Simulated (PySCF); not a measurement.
## From orbital energies to excitation energies

Species: C4H7F3Ge.
InChI=1S/C4H7F3Ge/c1-3(2)8-4(5,6)7/h1,8H2,2H3

Theory: TDDFT CAM-B3LYP/def2-SVPD, vertical, gas phase, core orbitals frozen in the response (PySCF 2.14.0, density-fitted response routines). The structure is a single PBE0-D3(BJ)/def2-SVP conformer in the gas phase; no vibrational or solvent corrections. The CAM-B3LYP/def2-SVPD calculation is non-relativistic and has no spin–orbit coupling, an omission that weighs most on germanium. Torsions of this conformer, `[CH2:1]=[C:2]([CH3:3])[GeH2:4][C:5]([F:6])([F:7])[F:8]`: C1–C2–Ge4–C5 117°, C2–Ge4–C5–F6 54°.

Orbital energies (eV): HOMO-3 -11.43, HOMO-2 -10.93, HOMO-1 -10.27, HOMO -9.22, LUMO 0.54, LUMO+1 0.92, LUMO+2 1.49.

Computed singlets:

| state | E (eV) | f |
| --- | --- | --- |
| S1 | 6.85 | 0.0029 |
| S2 | 7.02 | 0.397 |
| S3 | 7.26 | 0.0030 |
| S4 | 7.82 | 0.019 |
| S5 | 8.01 | 0.0038 |
| S6 | 8.31 | 0.022 |
| S7 | 8.37 | 0.015 |
| S8 | 8.39 | 0.0055 |
| S9 | 8.53 | 0.0088 |
| S10 | 8.55 | 0.014 |

Question: Assign a leading configuration to S1, S2, S3, S4 and S7 and set E beside the orbital difference Δε.

Answer: 

```
state  leading configuration  weight  Δε (eV)  E (eV)  E − Δε (eV)       f  other configurations
   S1            HOMO-1→LUMO    0.88    10.81    6.85        -3.96  0.0029                     –
   S2              HOMO→LUMO    0.95     9.76    7.02        -2.74   0.397                     –
   S3            HOMO→LUMO+1    0.81    10.14    7.26        -2.87  0.0030           H→L+2 (10%)
   S4            HOMO→LUMO+2    0.73    10.71    7.82        -2.89   0.019                     –
   S7          HOMO-1→LUMO+1    0.87    11.19    8.37        -2.82   0.015                     –
```

E − Δε runs from -3.96 to -2.74 eV. By orbital difference alone the order would be S2, S3, S4, S1, S7.

H and L stand for HOMO and LUMO. The other states: S5 8.01 eV, f 0.0038, H→L+3 (61%), H→L+4 (26%); S6 8.31 eV, f 0.022, H→L+4 (42%), H→L+5 (32%), H→L+3 (12%); S8 8.39 eV, f 0.0055, H→L+5 (31%), H→L+6 (14%), H→L+4 (13%); S9 8.53 eV, f 0.0088, H→L+6 (64%), H→L+5 (17%); S10 8.55 eV, f 0.014, H-2→L (48%), H-4→L (12%), H→L+6 (8%).

Question: Pair triplets and singlets of the same leading configuration (75% or more in both) and give the splittings.

Answer: 

```csv
configuration,triplet,E(T) (eV),singlet,E(S) (eV),E(S) − E(T) (eV)
HOMO→LUMO,T1,4.21,S2,7.02,+2.81
HOMO-1→LUMO,T2,6.31,S1,6.85,+0.53
```

The 4 triplets are Tamm–Dancoff values, the singlets full response.

Summed over the main configurations (up to three a state, each over 8%) of all 10 singlets, the electron leaves HOMO with weight 5.83, HOMO-1 with weight 1.75, HOMO-2 with weight 0.48 and HOMO-4 with weight 0.12.

All these states lie below the vertical ionisation energy of 9.97 eV (ΔSCF).
